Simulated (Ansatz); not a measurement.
Consider the hydrogenolysis of a C–C bond: `CCC(C)C(=O)OC` + H₂ → `CCCC(=O)OC` + CH₄.

Isolated molecules relaxed with PBE0-D4/def2-TZVP in Ansatz; ΔE leaves out vibrations. CCSD(T)/CBS is the MP2 limit (def2-TZVPP, def2-QZVPP) plus CCSD(T) − MP2 in def2-TZVPP, frozen cores. This one scheme is used for every species. Functionals use def2-TZVPP. One conformer a species, not always the lowest.

`CCC(C)C(=O)OC`:

```xyz
20

C     0.077   -2.033   -1.312
C     1.121   -1.024   -0.867
C     0.536    0.336   -0.511
C     1.628    1.355   -0.185
C    -0.378    0.229    0.685
O    -0.174   -0.455    1.653
O    -1.444    1.032    0.567
C    -2.323    1.042    1.687
H    -0.640   -2.236   -0.513
H     0.540   -2.984   -1.586
H    -0.479   -1.671   -2.182
H     1.860   -0.877   -1.661
H     1.662   -1.406    0.003
H    -0.059    0.713   -1.349
H     1.205    2.332    0.056
H     2.221    1.017    0.668
H     2.296    1.475   -1.040
H    -2.725    0.044    1.869
H    -1.800    1.376    2.584
H    -3.123    1.734    1.433
```

H₂:

Z-matrix (Å, degrees):
```
H
H 1 0.746
```

`CCCC(=O)OC`:

Cartesian coordinates in Å:
```
C 2.151 -1.344 -1.368
C 1.310 -0.953 -0.166
C 0.175 -0.022 -0.542
C -0.676 0.385 0.628
O -0.513 0.041 1.767
O -1.667 1.202 0.241
C -2.531 1.644 1.282
H 1.550 -1.857 -2.124
H 2.598 -0.466 -1.844
H 2.964 -2.014 -1.081
H 0.898 -1.844 0.314
H 1.933 -0.470 0.591
H -0.484 -0.479 -1.289
H 0.551 0.894 -1.012
H -3.268 2.286 0.805
H -3.020 0.796 1.764
H -1.972 2.200 2.036
```

CH₄:

Cartesian coordinates in Å:
```
C 0.000 0.000 0.000
H 0.364 0.982 0.301
H 0.729 -0.759 0.282
H -0.144 -0.019 -1.080
H -0.948 -0.204 0.497
```

| level | ΔE (kJ/mol) |
| --- | --- |
| PBE-D4 | -63.5 |
| PBE0 | -74.5 |
| HF/def2-TZVPP | -90.4 |
| CCSD/def2-TZVPP | -67.3 |
| CCSD(T)/def2-TZVPP | -61.8 |
| MP2/def2-QZVPP | -56.6 |
| SCS-MP2/def2-QZVPP | -62.4 |
| CCSD/CBS(def2) | -67.3 |

Question: What does CCSD(T)/CBS give? (Best estimate.)

Answer: Computed: -61.7 kJ/mol. The listed levels differ from it by -1.8, -12.8, -28.7, -5.6, -0.1, 5.1, -0.7, -5.6 kJ/mol.

Largest T1 diagnostic among the species: 0.013.

In def2-TZVPP, CCSD(T) changes the Hartree–Fock value by +28.6 kJ/mol (the triples alone add +5.6 kJ/mol) and MP2 by +33.8 kJ/mol. The D4 term adds +14.2 kJ/mol with B3LYP and +8.2 kJ/mol with PBE0; it sums over pairs of atoms, weighted by their polarisabilities, and B3LYP, whose exchange is more repulsive, gets the larger term.

CCSD(T)/CBS has its own doubt, a few kJ/mol and more with outer-core shells, so smaller differences from it don't rank the levels.

B3LYP here is the variant with VWN-RPA as its local correlation; programs differ in this.
